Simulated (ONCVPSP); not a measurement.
# What one change does to a pseudopotential (hafnium (Hf), ONCV)

| Item | Value |
| --- | --- |
| Element | Hf (Z = 72) |
| Generator | ONCVPSP 4.0.1 |
| Type | optimised norm-conserving Vanderbilt (ONCV) |
| Functional | PBE |
| Relativity | scalar-relativistic |
| Frozen core | [Kr] 4d10 4f14 |
| Valence charge | 12 |
| Reference configuration | 5s2 5p6 5d2 6s2 |
| Partial waves | 5s+6s: rc 1.45 bohr, ncon 3, nbas 7, qcut 7.1 1/bohr, 3 projectors, debl 1.8 Ha; 5p: rc 1.40 bohr, ncon 3, nbas 7, qcut 6.1 1/bohr, 2 projectors, debl 1.8 Ha; 5d: rc 3.20 bohr, ncon 3, nbas 8, qcut 6 1/bohr, 2 projectors, debl 0.8 Ha |
| Local potential | polynomial inside 0.95 bohr (lpopt 5, dvloc0 0 Ha) |
| Core correction | none |

Change: s: nproj 4.

Cutoffs: the cutoffs (Ha) at which the residual kinetic energy of the hardest occupied pseudo-wave falls to 1 and 0.1 mHa per electron; they do not see the model core or the augmentation charge, which bear on the density cutoff. Errors are all-electron minus pseudo energies relative to the spin-unpolarised reference configuration.

Question: How do hardness, ghosts and transferability respond?

Answer: The potential gets neither clearly harder nor softer (21 Ha and 85 Ha → 21 Ha and 85 Ha); the lowest positive-energy flag moves from s at 24.8 eV to s at 129.9 eV; the errors of the 3 common tests hardly move; neither file shows a bound ghost.

```tsv
quantity	base	changed
cutoff, loose	21 Ha	21 Ha
cutoff, tight	85 Ha	85 Ha
bound ghosts	none	none
GHOST(+) flags under 300 eV	s at 24.8 eV, d at 153.8 eV, p at 176.3 eV	s at 129.9 eV, d at 153.8 eV, p at 176.3 eV
tests with a reliable result	3 of 4	3 of 4
error for 5s2 5p6 5d2 6s1, meV [ΔE 7.98 eV]	+0.8	+0.9
error for 5s2 5p6 5d2 6s0, meV [ΔE 22.16 eV]	+16	+16
error for 5s2 5p6 5d1 6s2, meV [ΔE 6.50 eV]	+8.7	+8.7
s: phases at 1.47 bohr within 0.05 rad from the reference energy up to (Ha; the scan ends near 5)	to the end of the scan	4.7
p: phases at 1.42 bohr within 0.05 rad from the reference energy up to (Ha; the scan ends near 5)	to the end of the scan	to the end of the scan
d: phases at 3.24 bohr within 0.05 rad from the reference energy up to (Ha; the scan ends near 5)	3.0	3.0
```
